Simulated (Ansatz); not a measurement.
Computed with Ansatz.

FGeH₅O₂Si, SMILES `[OH][GeH2][SiH](O)F` at its PBE0-D4/def2-TZVP geometry, where that method's forces vanish. The species carries charge 0 and has multiplicity 1.

| atom | x (Å) | y (Å) | z (Å) |
| --- | --- | --- | --- |
| O1 | -1.217 | -0.961 | -1.616 |
| Ge2 | -0.169 | 0.456 | -1.305 |
| Si3 | 0.282 | 0.458 | 1.040 |
| O4 | 0.504 | -1.130 | 1.377 |
| F5 | 1.609 | 1.294 | 1.364 |
| H6 | -0.901 | -1.736 | -1.145 |
| H7 | 1.129 | 0.343 | -2.133 |
| H8 | -0.991 | 1.657 | -1.791 |
| H9 | -0.769 | 1.036 | 1.918 |
| H10 | 0.523 | -1.417 | 2.292 |

(1) For each bond, give half the difference of the two atoms' forces along it (eV/Å; positive pushes the atoms apart) under PBE-D4, r2SCAN-D4, B3LYP-D4, ωB97M-V in def2-TZVPP. (Estimate.)

## Answers

(1) The calculation gave: 
```csv
bond,length (Å),PBE-D4,r2SCAN-D4,B3LYP-D4,ωB97M-V
O1–Ge2,1.790,0.41,0.11,0.28,0.14
O1–H6,0.961,0.38,0.05,-0.03,-0.06
Ge2–Si3,2.388,-0.24,-0.06,-0.01,-0.09
Ge2–H7,1.544,0.04,-0.03,-0.05,-0.09
Ge2–H8,1.535,0.07,-0.04,-0.06,-0.09
Si3–O4,1.639,0.27,0.05,0.12,0.12
Si3–F5,1.601,0.49,0.05,0.17,0.15
Si3–H9,1.486,-0.02,-0.03,-0.15,-0.19
O4–H10,0.959,0.32,0.02,-0.02,-0.06
```

B3LYP here is the variant with VWN-RPA as its local correlation; programs differ in this.
